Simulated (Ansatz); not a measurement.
Computed with Ansatz.

A structure relaxed at PBE0-D4/def2-TZVP, charge 0, multiplicity 1:

```xyz
14

C     0.414    0.031   -2.171
B     0.122   -0.471   -0.708
Cl    0.034   -2.314   -0.517
O     1.199    0.006    0.257
C     0.923    0.223    1.479
C    -0.368    0.288    1.974
C    -1.388    0.287    1.039
O    -1.207    0.073   -0.200
H    -0.362   -0.311   -2.860
H     0.454    1.123   -2.223
H     1.369   -0.359   -2.531
H     1.783    0.411    2.121
H    -0.561    0.485    3.017
H    -2.413    0.527    1.323
```

Question: Give its formula and SMILES.

Answer: C4H6BClO2, `C[B-]1(Cl)OC=CC=[O+]1`.

Question: Point group (tolerance 0.08 Å, 0.16 Å for H)?

Answer: Cs.

Question: Summarise the bond lengths by kind.

Answer: 1 × B–C 1.575 Å; 6 × C–H 1.079 to 1.095 Å; 1 × B–Cl 1.856 Å; 2 × B–O 1.522 to 1.523 Å; 2 × C–O 1.271 Å; 2 × C–C 1.384 Å.
